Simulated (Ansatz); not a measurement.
`[SiH3][Se][GaH2]` and `[AlH2][Se][SiH3]` differ in one atom or group.

Ansatz, PBE0-D4/def2-TZVP geometries, multiplicity 1. 

Scalar relativity is left out up to krypton. Spin–orbit coupling is left out; it splits and shifts lone-pair levels of the heavy atoms by tenths of an eV.

```json
{"property": "HOMO energy (PBE0/def2-TZVPP) / eV", "`[SiH3][Se][GaH2]`": "-7.29"}
{"property": "HOMO–LUMO gap (PBE/def2-TZVPP) / eV", "`[SiH3][Se][GaH2]`": "3.75"}
{"property": "HOMO–LUMO gap (ωB97M-V/def2-TZVPP) / eV", "`[SiH3][Se][GaH2]`": "9.32"}
{"property": "size of the dipole moment (ωB97M-V/def2-TZVPP) / D", "`[SiH3][Se][GaH2]`": "1.05"}
{"property": "LUMO energy (PBE0/def2-TZVPP) / eV", "`[SiH3][Se][GaH2]`": "-1.73"}
{"property": "size of the dipole moment (PBE/def2-TZVPP) / D", "`[SiH3][Se][GaH2]`": "0.81"}
```

Q: What does the change do to each property? (Best estimate.)

A: The calculation gave: 
```tsv
property	`[AlH2][Se][SiH3]`	shift
HOMO energy (PBE0/def2-TZVPP) / eV	-7.38	-0.09
HOMO–LUMO gap (PBE/def2-TZVPP) / eV	3.96	0.21
HOMO–LUMO gap (ωB97M-V/def2-TZVPP) / eV	9.46	0.14
size of the dipole moment (ωB97M-V/def2-TZVPP) / D	0.84	-0.21
LUMO energy (PBE0/def2-TZVPP) / eV	-1.63	0.10
size of the dipole moment (PBE/def2-TZVPP) / D	0.66	-0.15
```

With PBE0 the HOMO falls by 0.09 eV and the LUMO rises by 0.10 eV, so the gap widens by about 0.19 eV. PBE moves the HOMO by -0.08 eV and ωB97M-V by -0.10 eV. Dipoles are sizes alone; their direction can turn.
